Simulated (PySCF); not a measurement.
**Multinuclear NMR of C₃H₉ClSi₂**

Geometry (Å), atoms numbered from 1 in this order:
```xyz
15

C    -1.7285   -1.3725   -0.2782
C    -1.0103   -0.2940    0.0057
C    -1.4066    1.0589   -0.5066
Si    0.5827   -0.3448    1.0313
Si    2.4204    0.4095   -0.1688
Cl    0.8590   -2.2544    1.6886
H    -2.6286   -1.3243   -0.8733
H    -1.4522   -2.3517    0.0748
H    -2.3452    1.0132   -1.0550
H    -1.5173    1.7584    0.3203
H    -0.6337    1.4505   -1.1674
H     0.3197    0.4279    2.2571
H     3.5258   -0.5476   -0.2264
H     2.0644    0.7387   -1.5537
H     2.9458    1.6401    0.4297
```

No solvent model, non-relativistic, one computed conformer, averaged over atoms made equivalent by symmetry, fast rotation or ring inversion. PBE0/pcSseg-1 with gauge-including orbitals; GFN2-xTB structure; PySCF 2.14.0 with density-fitted response routines.

Task: Predict the ²⁹Si NMR data.

Result: 
```
atoms                     environment  σ (ppm)  δ (ppm)
  Si4  silicon bonded to C, Cl, Si, H    362.1    -17.7
  Si5       silicon bonded to Si, 3 H    460.6    -98.6
```

Shieldings were converted by a linear fit to measured shifts: ²⁹Si: δ = 279.94 − 0.822σ (rms 8.9 ppm, 72 shifts, 25.8 ppm with the 6 outliers that the fit left out vs TMS, solution or neat liquid). A few per cent of atoms miss by over 2 rms, more outside the fitted compound classes.

On a 400 MHz spectrometer ²⁹Si resonates near 79.5 MHz, so 1 ppm is 79.5 Hz.
